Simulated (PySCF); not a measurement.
# One molecule, several mistakes: AlBCH4O

All numbers below are calculated, not measured. The program is PySCF 2.14.0, an open-source quantum chemistry code, run on an isolated molecule that a program drew, which may never have been made. The molecule is AlBCH4O (charge 0, singlet), drawn as the SMILES string `B=C[O][AlH2]`.

Each row is a Hartree-Fock (HF) and frozen-core CCSD(T) single point in the cc-pV(D+d)Z basis, meant for a local HF minimum. Run 1 is clean. Each other run has one planted mistake out of seven kinds, and not every kind appears here: one electron removed, one electron added, multiplicity raised by two, geometry at a saddle point, minimal basis STO-3G, one bond length entered in bohr, all coordinates scaled. The reference is restricted for singlets and unrestricted otherwise, and also for a bond in bohr. Adding or removing an electron swaps singlet and doublet. Electrons count all cores. HOMO and LUMO are orbital energies over both spins, the gradient is its largest component, and the lowest frequency (negative if imaginary) is given only where the gradient is small. Bond lengths are over the 7 bonds as drawn. T1 is the CCSD diagnostic: over 0.02 (restricted) or 0.045 (unrestricted) a single reference is doubtful.

Geometry of the clean run:
```xyz
8
AlBCH4O, angstrom
B    -2.0206    3.3428    1.4903
C    -1.5953    2.0658    1.1172
O    -0.6158    1.3199    1.6867
Al    0.1385   -0.1820    1.5213
H    -2.4428    4.4123    1.7325
H    -2.1132    1.6167    0.2666
H     1.2835   -0.5063    2.5436
H    -0.3375   -1.1536    0.3759
```

| run | electrons | basis functions | <S^2> | HOMO (eV) | LUMO (eV) | gradient (hartree/bohr) | lowest frequency (cm^-1) | mean bond (Å) | longest bond (Å) | T1 | HF (hartree) | CCSD(T) (hartree) | mistake |
|---|---|---|---|---|---|---|---|---|---|---|---|---|---|
| 1 | 36 | 85 | 0.000 | -8.00 | 1.64 | 1.8e-05 | 69 | 1.4077 | 1.689 | 0.0156 | -381.61525 | -382.12061 | no fault |
| 2 | 37 | 85 | 0.861 | 0.00 | 5.29 | 4.4e-02 | - | 1.4077 | 1.689 | 0.0345 | -381.57279 | -382.10254 | one electron added |
| 3 | 36 | 28 | 0.000 | -4.97 | 7.34 | 4.1e-02 | - | 1.4077 | 1.689 | 0.0160 | -376.86741 | -377.08543 | minimal basis STO-3G |
| 4 | 35 | 85 | 0.757 | -15.64 | -5.85 | 1.1e-01 | - | 1.4077 | 1.689 | 0.0221 | -381.36369 | -381.82993 | one electron removed |
| 5 | 36 | 85 | 1.421 | -8.23 | 1.42 | 2.8e-02 | - | 1.5853 | 2.639 | 0.0372 | -381.44397 | -381.91062 | ? |
| 6 | 36 | 85 | 2.019 | -6.97 | 1.06 | 7.6e-02 | - | 1.4077 | 1.689 | 0.0202 | -381.57851 | -382.05860 | ? |

**Which mistake was planted in run 5, and what did it cost?**

The mean bond changes by a factor of 1.126 and the longest by 1.562, so the molecule wasn't scaled as a whole. A length L in bohr read as angstrom grows by (1/0.5292 - 1) L = 0.890 L. The 7 bonds together grew by 7 x 0.1776 = 1.243 Å, which gives L = 1.397 Å. That is bond B1-C2, 1.397 Å in the clean geometry. So the mistake is: one bond length entered in bohr. Subtracting run 1 and multiplying by 627.51 kcal/mol a hartree, the energy moved by 107.5 kcal/mol in HF and 131.8 kcal/mol in CCSD(T).

**Which mistake was planted in run 6, and what did it cost?**

Electrons, basis and geometry are unchanged, and <S^2> is 2.019, beside S(S+1) = 2.00 for a multiplicity of 3. So the mistake is: multiplicity raised by two. Subtracting run 1 and multiplying by 627.51 kcal/mol a hartree, the energy moved by 23.1 kcal/mol in HF and 38.9 kcal/mol in CCSD(T).

Cautions from the logs. Run 2: the added electron raises the CCSD(T) energy, so it isn't bound in this basis.
